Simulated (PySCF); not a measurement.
Members of one series of related molecules.

All values: CAM-B3LYP/def2-SVPD (PySCF) at PBE0-D3(BJ)/def2-SVP geometries, gas phase, one conformer each. Core orbitals are frozen in the response; Δα² is half the sum of the squared differences of the principal polarisabilities. Atoms past krypton carry effective core potentials. The calculation is non-relativistic apart from the core potentials, for bromine too.

(1) Rank by HOMO energy, highest first.
A. MoOCl4 (`[O]=[Mo]([Cl])([Cl])([Cl])[Cl]`)
B. MoO(OMe)4 (`C[O][Mo](=[O])([O]C)([O]C)[O]C`)
C. MoOBr4 (`[O]=[Mo]([Br])([Br])([Br])[Br]`)
D. MoOF4 (`[O]=[Mo]([F])([F])([F])[F]`)

Answers

(1) C (-9.30 eV), B (-9.69 eV), A (-10.30 eV), D (-13.63 eV).

All values together:

| SMILES | change | formula | μ (D) | HOMO (eV) | LUMO (eV) | α (Å³) | Δα (Å³) | electrons | α per electron (Å³) | ΔSCF removal energy (eV) |
| --- | --- | --- | --- | --- | --- | --- | --- | --- | --- | --- |
| [O]=[Mo]([Cl])([Cl])([Cl])[Cl] | parent | Cl4MoO | 0.07 | -10.30 | -4.94 | 16.27 | 7.37 | 118 | 0.138 | – |
| C[O][Mo](=[O])([O]C)([O]C)[O]C | ligand (all four): Cl to OMe | C4H12MoO5 | 0.41 | -9.69 | -2.03 | 17.92 | 6.61 | 118 | 0.152 | – |
| [O]=[Mo]([Br])([Br])([Br])[Br] | ligand (all four): Cl to Br | Br4MoO | 0.28 | -9.30 | -4.89 | 21.98 | 11.82 | 190 | 0.116 | 10.09 |
| [O]=[Mo]([F])([F])([F])[F] | ligand (all four): Cl to F | F4MoO | 0.13 | -13.63 | -4.11 | 6.42 | 0.22 | 86 | 0.075 | 14.55 |

A dash marks a removal energy that wasn't run or isn't settled.

Give the shifts from the parent, `[O]=[Mo]([Cl])([Cl])([Cl])[Cl]`.

```json
{"SMILES": "C[O][Mo](=[O])([O]C)([O]C)[O]C", "change in μ (D)": "+0.34", "change in HOMO (eV)": "+0.61", "change in LUMO (eV)": "+2.91", "change in mean α (Å³)": "+1.65"}
{"SMILES": "[O]=[Mo]([Br])([Br])([Br])[Br]", "change in μ (D)": "+0.21", "change in HOMO (eV)": "+1.00", "change in LUMO (eV)": "+0.05", "change in mean α (Å³)": "+5.71"}
{"SMILES": "[O]=[Mo]([F])([F])([F])[F]", "change in μ (D)": "+0.06", "change in HOMO (eV)": "-3.33", "change in LUMO (eV)": "+0.83", "change in mean α (Å³)": "-9.85"}
```
